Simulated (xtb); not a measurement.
C₄H₁₂O₂Si, SMILES CO[Si](C)(C)OC. All values are semi-empirical tight-binding results from xtb (GFN2-xTB unless named), good for trends rather than for accurate numbers. Coordinates come from a GFN2-xTB optimisation. The isomer is the one that the SMILES or the coordinates give; other isomers of the formula were not compared. Other conformers were not sampled.

Optimised geometry:

```xyz
19

C     -2.0561    -1.4104     0.5009
O     -0.7378    -0.9577     0.6064
Si    -0.0362     0.3292    -0.1278
C     -0.7758     1.9915     0.4063
C     -0.1140     0.1124    -2.0250
O      1.4784     0.3723     0.4549
C      2.4309    -0.6537     0.4722
H     -2.1588    -2.2898     1.1381
H     -2.2945    -1.6822    -0.5301
H     -2.7585    -0.6421     0.8320
H     -1.7975     2.0919     0.0532
H     -0.2092     2.8266     0.0115
H     -0.7879     2.0848     1.4875
H      0.2237    -0.8781    -2.3220
H      0.5149     0.8366    -2.5333
H     -1.1230     0.2383    -2.4072
H      3.2661    -0.3209     1.0895
H      2.0081    -1.5676     0.8922
H      2.7895    -0.8607    -0.5391
```

Computed properties:
| Property | Result |
|---|---|
| orbital gap | 7.37 eV |
| dipole moment | 1.64 D |
| zero-point energy | 98.1 kcal/mol |
| G − E(el) at 298.15 K (modified RRHO) | 74.2 kcal/mol |
| static polarisability (D4 model) | 89.0 bohr³ |
| solvation energy, GFN2-xTB/ALPB(water) | -1.7 kcal/mol |
| solvation energy, GFN2-xTB/ALPB(benzene) | -6.6 kcal/mol |

Computed atomic charges and the Wiberg bond orders between heavy atoms:
charges (e) C1 0.04, O2 -0.36, Si3 0.60, C4 -0.21, C5 -0.21, O6 -0.36, C7 0.04, H8 0.05, H9 0.04, H10 0.03, H11 0.02, H12 0.04, H13 0.04, H14 0.03, H15 0.04, H16 0.03, H17 0.05, H18 0.04, H19 0.03. Bond orders C1–O2 1.00, O2–Si3 1.12, Si3–C4 0.87, Si3–C5 0.88, Si3–O6 1.12, O6–C7 0.99.
